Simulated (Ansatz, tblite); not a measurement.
Cost and result up the ladder for `COCCOS(=O)(=O)CC(F)(F)C(F)F` (25 atoms). The state is a singlet with charge 0. Geometry: PBE-D4/def2-SVP.

```xyz
25

C    -2.3508   -0.3575   -0.9061
O    -1.8833   -0.9017    0.3213
C    -2.2638   -0.1852    1.4812
C    -1.5286    1.1347    1.6842
O    -0.1172    0.9380    1.9034
S     0.9184    1.1260    0.6021
O     2.1475    1.6806    1.1704
O     0.1847    1.7803   -0.4977
C     1.1813   -0.6327    0.2082
C     1.7418   -0.9272   -1.1746
F     0.8576   -0.5530   -2.1441
F     1.8957   -2.2899   -1.2615
C     3.1128   -0.3117   -1.5211
F     3.9906   -0.6135   -0.5268
F     3.0028    1.0346   -1.6274
H    -1.8742    0.6179   -1.1476
H    -3.4598   -0.2375   -0.8941
H    -2.0780   -1.0784   -1.7003
H    -3.3629    0.0248    1.4787
H    -2.0508   -0.8574    2.3384
H    -1.9075    1.6339    2.6003
H    -1.6782    1.8285    0.8313
H     1.8628   -1.0168    0.9884
H     0.1773   -1.1026    0.2774
H     3.4818   -0.7341   -2.4842
```

Ansatz on 4 threads of Intel Xeon on a shared host; xTB runs through tblite on one thread. Times are rough, summed over both states, and most runs start from the orbitals of an earlier one. PBE0-D4/def2-SVP serves as the yardstick here, not as an exact answer. The other state is a doublet.

The xTB rows come from tblite.

Raw xTB energies of ions are shifted by several eV.

| level | functions | wall time |
| --- | --- | --- |
| GFN2-xTB | 75 | 0.21 s |
| GFN1-xTB | 85 | 0.29 s |
| PBE-D4/def2-SVP | 264 | 49 s |
| PBE0-D4/def2-SVP | 264 | 84 s |

Estimate what each level gives for the vertical IE (eV).


```
           level  vertical IE (eV)  difference from PBE0-D4/def2-SVP (eV)
        GFN2-xTB             14.31                                   4.40
        GFN1-xTB             15.42                                   5.51
 PBE-D4/def2-SVP              9.11                                  -0.80
PBE0-D4/def2-SVP              9.91                                   0.00
```
